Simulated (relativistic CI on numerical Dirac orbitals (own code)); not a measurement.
Computed by Dirac-Coulomb-Breit CI, KLI orbitals optimised for each configuration, model QED, unscaled Slater integrals (own radial code, finite nucleus).

Configurations in the expansion (outside the closed core [Ne]): 3s²3p⁶3d⁶, 3s²3p⁵3d⁷, 3s²3p⁴3d⁸, 3s3p⁶3d⁷, 3p⁶3d⁸, 3s3p⁵3d⁸, 3s²3p⁶3d⁵4s, 3s²3p⁶3d⁵4p, 3s²3p⁶3d⁵4d, 3s²3p⁴3d⁷4s, 3s²3p⁶3d⁵4f, 3s²3p⁵3d⁶4s, 3s²3p⁴3d⁷4p, 3s²3p⁵3d⁶4p, 3s²3p⁶3d⁴4s², 3s²3p⁴3d⁷4d, 3s3p⁵3d⁷4s, 3s²3p⁶3d⁴4s4p, 3s²3p⁶3d⁵5s, 3s3p⁶3d⁶4s, 3s²3p⁶3d⁵5p, 3p⁶3d⁷4s, 3s3p⁶3d⁶4p, 3s²3p⁵3d⁵4s², 3s²3p⁶3d⁵5f, 3p⁶3d⁷4p, 3p⁶3d⁷4d, 3s²3p⁶3d⁵6s. Levels of other configurations are missing.

At this charge energies of transitions that change n are usually good to better than 1 %, and those within a shell (Δn = 0) to a few per cent. Terms inside the open d or f shell come out 10 to 20 % too wide with unscaled integrals.

Outline of the computed level scheme of Cd XXV. Lowest level of each configuration: 3s²3p⁶3d⁶ ⁵D4 at 0.000 eV; 3s²3p⁵3d⁷ ⁵G°6 at 178.489 eV.

Some strong electric-dipole decays among the lowest 45 levels: 3s²3p⁵3d⁷ ⁵F°5 → 3s²3p⁶3d⁶ ⁵D4 (7.1e+10 s⁻¹); 3s²3p⁵3d⁷ ³D°2 → 3s²3p⁶3d⁶ ⁵D1 (4.3e+10 s⁻¹); 3s²3p⁵3d⁷ ³G°5 → 3s²3p⁶3d⁶ ⁵D4 (3.4e+10 s⁻¹); 3s²3p⁵3d⁷ ⁵D°4 → 3s²3p⁶3d⁶ ⁵D3 (3.2e+10 s⁻¹); 3s²3p⁵3d⁷ ³D°3 → 3s²3p⁶3d⁶ ⁵D2 (2.2e+10 s⁻¹); 3s²3p⁵3d⁷ ³D°2 → 3s²3p⁶3d⁶ ⁵D2 (2.0e+10 s⁻¹); 3s²3p⁵3d⁷ ⁵D°4 → 3s²3p⁶3d⁶ ⁵D4 (1.7e+10 s⁻¹); 3s²3p⁵3d⁷ ⁵G°3 → 3s²3p⁶3d⁶ ⁵D2 (1.7e+10 s⁻¹).

LS names give the leading component of a level, which can be under half, so a name can repeat, a term be missing and a line seem to break the LS rules.
